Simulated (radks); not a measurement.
Nb28+, configuration [Ne] 3s2 3p1.

All-electron calculation, scalar-relativistic Kohn-Sham, SCAN, spin-polarised, spherical densities, finite nucleus; open shells are filled with parallel spins first (spin-orbit coupling, left out, can overturn this in heavy ions); meta-GGA in the generalised Kohn-Sham scheme; Fermi nuclear charge, rms radius 4.324 fm. Program: a radial shooting solver on a logarithmic mesh with Libxc functionals.

Energy parts (hartree):
part                       energy
total                 -3254.65650
kinetic                3366.68572
electron-nucleus      -7054.53241
Hartree                 508.10627
exchange-correlation    -74.91609

Orbitals (lengths in bohr, moments of r in powers of bohr):
orbital,occ.,eigenvalue (hartree),<r>,<r^2>
1s up,1,-745.1751,0.03609,0.001756
1s down,1,-745.0921,0.03608,0.001756
2s up,1,-147.2305,0.1554,0.02839
2s down,1,-147.1746,0.1554,0.02836
2p up,3,-137.2452,0.1352,0.02223
2p down,3,-137.1555,0.1352,0.02222
3s up,1,-56.84992,0.3826,0.1662
3s down,1,-56.47129,0.3834,0.1669
3p up,1,-53.58904,0.3715,0.1588

The highest occupied level is 3p up at -1458.2 eV. The spin density at the nucleus is 3.081 e/bohr^3 (1s -4.627, 2s 1.324, 3s 6.385). The density falls to 0.001 e/bohr^3 at r = 0.98 bohr. For comparison, the ionisation energy in NIST's Atomic Spectra Database is 1488 eV (semi-empirical). In exact Kohn-Sham theory the highest level is minus the ionisation energy, but local and semilocal functionals leave it too shallow, through self-interaction and a potential that decays too fast; potentials with the right tail come closer. The electron density at the nucleus is 8.465e+04 e/bohr^3 (large components only). Summed over all electrons, <r^2> = 0.6855 bohr^2, which gives a Langevin (diamagnetic) susceptibility term of -0.543 x 10^-6 cm^3/mol.

Empty levels of this run are not shown, since the potential may be unsettled where no density lies.
